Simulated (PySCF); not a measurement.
**Electron correlation in Mg (magnesium, neutral)**

[Ne] 3s1 3d1, high-spin 3D determinant (an excited configuration). All numbers are calculated (PySCF 2.14, scalar relativity by spin-free X2C-1e, in x2c-TZVPPall with one added diffuse shell each of s, p, d type (6s5p4d, 41 functions)). Frozen: [Ne]; 2 electrons correlated.

With two correlated electrons CCSD is exact within the correlated space (frozen core and kept virtual orbitals).

```
level  correlation energy (mhartree)
 CCSD                          -1.72
```

Diagnostics: T1 = 0.0047, D1 = 0.0092, largest double amplitude 0.057.

The outer electron is Rydberg-like, and this basis confines it to a smaller radius and binds it less than a complete one would.

Cost of the coupled-cluster step: roughly 0.18 core-seconds, for 2 correlated electrons.
